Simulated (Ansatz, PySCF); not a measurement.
Gas-phase reaction (SMILES): CN(C)B(Cl)N(C)C + [H][H] (H2) -> CN(C)BN(C)C + Cl (HCl); hydrogen cleaves one B-Cl bond, a model of a ligand-exchange step.

Geometries: B3LYP-D3(BJ)/def2-TZVP minima from Ansatz (an electronic-structure program), one conformer each, not searched for the lowest. Cores are frozen in the correlated levels unless marked. Spin-orbit coupling is left out. Non-relativistic. CBS marks a two-point X^-3 extrapolation of the correlation energy; Hartree-Fock from the larger set. [CCSD(T)-MP2]/basis is that difference in the basis named. Thermal terms are rigid-rotor harmonic-oscillator values from B3LYP-D3(BJ) frequencies (Ansatz or PySCF) at 298.15 K and 1 atm. 1 Eh = 627.5095 kcal/mol.

```tsv
species	E, RI-MP2/CBS(cc-pV(T+d)Z,cc-pV(Q+d)Z)+[CCSD(T)-MP2]/cc-pV(T+d)Z (Ansatz) (Eh)	E, wB97X-V/def2-TZVPD (Ansatz) (Eh)	H - E (Eh)
CN(C)B(Cl)N(C)C	-753.50727	-754.27962	0.18342
[H][H] (H2)	-1.17529	-1.17238	0.01336
CN(C)BN(C)C	-294.28048	-294.67928	0.18975
Cl (HCl)	-460.37804	-460.74931	0.01000
```

Problem. Work out ΔE and ΔH at 298.15 K at the first level, then ΔH at the second.

Solution. 
1. ΔE = [(-294.28048) + (-460.37804)] - [(-753.50727) + (-1.17529)] = 0.02404 Eh = 15.1 kcal/mol at RI-MP2/CBS(cc-pV(T+d)Z,cc-pV(Q+d)Z)+[CCSD(T)-MP2]/cc-pV(T+d)Z.
2. The terms H - E add up to 0.00297 Eh, so ΔH = (0.02404 + (0.00297))×627.5095 = 16.9 kcal/mol.
3. At wB97X-V/def2-TZVPD the same steps give ΔE = 14.7 and ΔH = 16.6 kcal/mol, a shift of -0.3 from the first level.
4. These values are not checked against measurement here, since the tables used lack a sound gas-phase enthalpy of formation for at least one species.
